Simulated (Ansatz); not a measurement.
Coupled-cluster run, CH4BCl3Si, SMILES `CB[Si](Cl)(Cl)Cl`.

```yaml
crystal:
  periodic: [false, false, false]
  atoms:
    - {symbol: C, position_ang: [0.373588, -1.400782, 0.731246]}
    - {symbol: B, position_ang: [0.726278, 0.020986, 0.250752]}
    - {symbol: Si, position_ang: [-0.557518, 1.174993, -0.777943]}
    - {symbol: Cl, position_ang: [-2.404610, 0.323660, -1.023971]}
    - {symbol: Cl, position_ang: [0.227657, 1.507343, -2.641223]}
    - {symbol: Cl, position_ang: [-0.831791, 2.979270, 0.148674]}
    - {symbol: H, position_ang: [-0.042560, -1.216724, 1.739932]}
    - {symbol: H, position_ang: [-0.416119, -1.908929, 0.175761]}
    - {symbol: H, position_ang: [1.230696, -2.059640, 0.881136]}
    - {symbol: H, position_ang: [1.777377, 0.528623, 0.518537]}
basis:
  gaussian: {orbitals: def2-SVP}
correlation: {method: ccsd_t}
```

```sh
$ ansatz run in.yaml --threads 4 --pin off --events-out ev --progress --plain --max-ram 10444MiB
```

Log, shortened:

```
Functional definition: HF
1140 factors; integrals over basis functions are off by at most 1.2e-3 eV
mean field evaluation 1: about -47124.4558 eV, gradient 2.9e1 eV
mean field evaluation 2: about -47124.4957 eV, gradient 2.9e1 eV
mean field evaluation 4: about -47127.0251 eV, gradient 2.9e0 eV
mean field evaluation 8: about -47127.0639 eV, gradient 1.7e-1 eV
mean field evaluation 16: about -47127.0184 eV, gradient 5.2e-1 eV
mean field -47127.06404057 eV, -1731.8876596196 hartree, gradient 4.7e-6 eV, S^2 0.000000; 0 other end points of the search recorded, 0 dependent functions left out
22 core orbitals not correlated: weight in the atoms' cores, before any rotation towards them, 1.000 or more for the frozen orbitals, at most 0.000 for the correlated occupied ones
reference -47127.06404057 eV, -1731.8876596196 hartree; 18, 18 occupied and 80, 80 virtual orbitals, 1140 factors
second order -19.25954805 eV of doubles, -0.00000000 eV of singles
cycle   1  -20.59249929 eV  change    -1.3e0 eV  update   9.1e-2
cycle   2  -21.03851321 eV  change   -4.5e-1 eV  update   2.5e-2
cycle   3  -21.11200057 eV  change   -7.3e-2 eV  update   1.1e-2
cycle   4  -21.10993148 eV  change    2.1e-3 eV  update   2.9e-3
cycle   5  -21.10885563 eV  change    1.1e-3 eV  update   1.1e-3
cycle   6  -21.10856207 eV  change    2.9e-4 eV  update   4.0e-4
cycle   7  -21.10852191 eV  change    4.0e-5 eV  update   1.5e-4
cycle   8  -21.10854755 eV  change   -2.6e-5 eV  update   5.2e-5
cycle   9  -21.10855245 eV  change   -4.9e-6 eV  update   1.6e-5
perturbative correction -0.53378064 eV, -0.0196160765 hartree
Total energy: -47148.70637366 eV, -1732.6830006909 hartree
```

Run time 6.5 s (4 threads of an AMD EPYC 7B13 on a shared host); peak host memory 0.58 GiB.

MP2 recovers 89.0 % of the CCSD(T) correlation energy and the triples give 2.5 %; T1 = 0.0096.
